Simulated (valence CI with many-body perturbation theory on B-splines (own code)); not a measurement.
Forbidden lines of Mo II

Method: relativistic CI+MBPT: five valence electrons over a frozen Dirac-Fock core [Kr], a basis of 7 s, 7 p, 8 d, 6 f, 4 g, 1 h functions for each j, with the one-electron correlation potential Σ1, the two-electron term Σ2, the three-electron term Σ3, Breit, model QED; selected CI, second order for the rest, scaled by the run's own slope (own B-spline code, finite nucleus).

Set against measurement, 9 paired levels are off by 462 cm⁻¹ on average, the worst by 775. These come from a selection out of the NIST Handbook of Basic Atomic Spectroscopic Data. Levels without a partner in it may be off by more, other configurations by 1,000 to 4,000 cm⁻¹. Among the levels kept, up to 1800 cm⁻¹ of a level comes from second order outside the variational space, and about a tenth of that is noise between levels of different J, which matters for small intervals. Only levels of the ground parity were solved; by the run's estimate the other parity begins above the list, which can be wrong where configurations are misplaced.

Lines 51 to 100 of 108 in falling wavelength, among levels below 30077 cm⁻¹, chosen from the decays that carry over 1 % of a level's rate. Wavelengths and rates use the calculated energies, so an error of 500 cm⁻¹ moves a line at 907.3 nm by 4.5 % and its rate by three times that or more. Electric multipoles are in the length gauge, E1 and E2 with the static RPA response of the core. Weak lines are less certain than strong ones. Lines between different terms over intervals too small for the method are left out, as are lines whose strength nearly cancels and 1 of this kind that miss the measured wavelength by over 7 %. Where a level lies close to another of its J and parity, the split of strength between their lines is uncertain. Branching is blank where the lifetime is uncertain.

Names give the largest LS component (configuration and term), which can be under half, so a name can repeat, a term be missing and a line seem to break the LS rules; names also repeat where a configuration has a term twice. Letters in brackets count levels of one name in rising energy.

| λ vac (nm) | λ from measured levels | Upper | Lower | Type | A (s⁻¹) | Branch % |
| --- | --- | --- | --- | --- | --- | --- |
| 1258 |  | 4d5 4F_9/2 | 4d5 4P_5/2 [a] | E2 | 5.01e-03 | 1.6 |
| 1257 |  | 4d5 4F_7/2 | 4d5 4P_5/2 [a] | M1 | 2.79e-03 | 1.1 |
| 1248 |  | 4d5 4F_7/2 | 4d5 4P_3/2 [a] | E2 | 4.14e-03 | 1.6 |
| 1230 |  | 4d4.5s 4D_1/2 | 4d5 4P_1/2 [a] | M1 | 2.25e-02 | 8.6 |
| 1220 |  | 4d5 2D_3/2 [b] | 4d5 4P_1/2 [a] | M1 | 3.06e-03 |  |
| 1206 |  | 4d4.5s 4D_1/2 | 4d5 4P_3/2 [a] | M1 | 7.83e-02 | 29.9 |
| 1204 |  | 4d5 2D_3/2 [b] | 4d5 4P_5/2 [a] | M1 | 8.64e-03 |  |
| 1196 |  | 4d5 4F_9/2 | 4d5 4G_11/2 | M1 | 2.95e-02 | 9.4 |
| 1193 |  | 4d4.5s 4D_3/2 | 4d5 4P_1/2 [a] | M1 | 1.16e-02 | 5.0 |
| 1192 |  | 4d5 4F_9/2 | 4d5 4G_9/2 | M1 | 1.14e-02 | 3.6 |
| 1178 |  | 4d5 4F_9/2 | 4d5 4G_7/2 | M1 | 3.56e-03 | 1.1 |
| 1178 |  | 4d5 4F_7/2 | 4d5 4G_7/2 | M1 | 2.10e-02 | 8.3 |
| 1178 |  | 4d4.5s 4D_3/2 | 4d5 4P_5/2 [a] | M1 | 4.76e-02 | 20.4 |
| 1178 |  | 4d4.5s 4D_3/2 | 4d5 4P_5/2 [a] | E2 | 5.50e-03 | 2.4 |
| 1170 |  | 4d4.5s 4D_3/2 | 4d5 4P_3/2 [a] | M1 | 7.48e-03 | 3.2 |
| 1166 |  | 4d5 4F_5/2 | 4d5 4G_7/2 | M1 | 5.12e-02 |  |
| 1124 |  | 4d4.5s 4D_1/2 | 4d5 4G_5/2 | E2 | 7.53e-02 | 28.8 |
| 1115 |  | 4d5 2D_3/2 [b] | 4d5 4G_5/2 | M1 | 5.11e-03 |  |
| 1108 |  | 4d4.5s 4D_3/2 | 4d5 4G_7/2 | E2 | 6.19e-02 | 26.5 |
| 1093 |  | 4d4.5s 4D_3/2 | 4d5 4G_5/2 | E2 | 1.46e-02 | 6.3 |
| 1081 |  | 4d4.5s 4D_5/2 | 4d5 4G_9/2 | E2 | 6.52e-02 |  |
| 1070 |  | 4d4.5s 4D_5/2 | 4d5 4G_7/2 | M1 | 1.33e-02 |  |
| 907.3 | 848.7 | 4d4.5s 6D_1/2 | 4d5 6S_5/2 | E2 | 1.13e-01 | 100.0 |
| 891.3 |  | 4d5 4F_9/2 | 4d4.5s 6D_9/2 | M1 | 1.64e-01 | 52.0 |
| 890.9 |  | 4d5 4F_7/2 | 4d4.5s 6D_9/2 | M1 | 2.12e-02 | 8.4 |
| 886.9 | 831.0 | 4d4.5s 6D_3/2 | 4d5 6S_5/2 | E2 | 1.26e-01 | 98.7 |
| 856.3 | 805.3 | 4d4.5s 6D_5/2 | 4d5 6S_5/2 | E2 | 1.49e-01 | 97.0 |
| 850.1 |  | 4d5 4F_9/2 | 4d4.5s 6D_7/2 | M1 | 2.93e-02 | 9.3 |
| 849.8 |  | 4d5 4F_7/2 | 4d4.5s 6D_7/2 | M1 | 1.10e-01 | 43.4 |
| 843.8 |  | 4d5 4F_5/2 | 4d4.5s 6D_7/2 | M1 | 2.26e-02 |  |
| 839.3 |  | 4d5 2D_3/2 [a] | 4d4.5s 6D_3/2 | M1 | 1.04e-02 | 4.2 |
| 823.6 | 775.2 | 4d4.5s 6D_7/2 | 4d5 6S_5/2 | E2 | 1.78e-01 | 97.2 |
| 821.7 |  | 4d5 2D_3/2 [a] | 4d4.5s 6D_1/2 | M1 | 4.12e-03 | 1.7 |
| 817.5 |  | 4d5 4F_7/2 | 4d4.5s 6D_5/2 | M1 | 3.14e-02 | 12.4 |
| 812.0 |  | 4d5 4F_5/2 | 4d4.5s 6D_5/2 | M1 | 6.63e-02 |  |
| 794.8 |  | 4d5 2D_3/2 [b] | 4d4.5s 6D_5/2 | M1 | 1.86e-02 |  |
| 792.4 |  | 4d4.5s 4D_5/2 | 4d4.5s 6D_7/2 | M1 | 3.01e-02 |  |
| 788.3 | 742.9 | 4d4.5s 6D_9/2 | 4d5 6S_5/2 | E2 | 2.19e-01 | 97.9 |
| 786.3 |  | 4d5 4F_5/2 | 4d4.5s 6D_3/2 | M1 | 2.25e-02 |  |
| 783.3 |  | 4d4.5s 4D_3/2 | 4d4.5s 6D_5/2 | M1 | 1.13e-02 | 4.9 |
| 770.2 |  | 4d5 2D_3/2 [b] | 4d4.5s 6D_3/2 | M1 | 1.64e-02 |  |
| 759.4 |  | 4d4.5s 4D_3/2 | 4d4.5s 6D_3/2 | M1 | 3.41e-02 | 14.6 |
| 759.2 |  | 4d4.5s 4D_1/2 | 4d4.5s 6D_1/2 | M1 | 6.95e-02 | 26.5 |
| 755.4 |  | 4d5 2D_3/2 [b] | 4d4.5s 6D_1/2 | M1 | 3.81e-03 |  |
| 745.0 |  | 4d4.5s 4D_3/2 | 4d4.5s 6D_1/2 | M1 | 1.99e-02 | 8.5 |
| 653.9 | 657.9 | 4d5 4G_5/2 | 4d5 6S_5/2 | M1 | 3.25e-03 | 99.0 |
| 648.6 | 652.3 | 4d5 4G_7/2 | 4d5 6S_5/2 | M1 | 3.96e-06 | 3.6 |
| 648.6 | 652.3 | 4d5 4G_7/2 | 4d5 6S_5/2 | E2 | 1.21e-06 | 1.1 |
| 644.6 | 648.2 | 4d5 4G_9/2 | 4d5 6S_5/2 | E2 | 2.01e-06 |  |
| 628.9 |  | 4d5 4P_3/2 [a] | 4d5 6S_5/2 | M1 | 2.84e-01 | 95.5 |
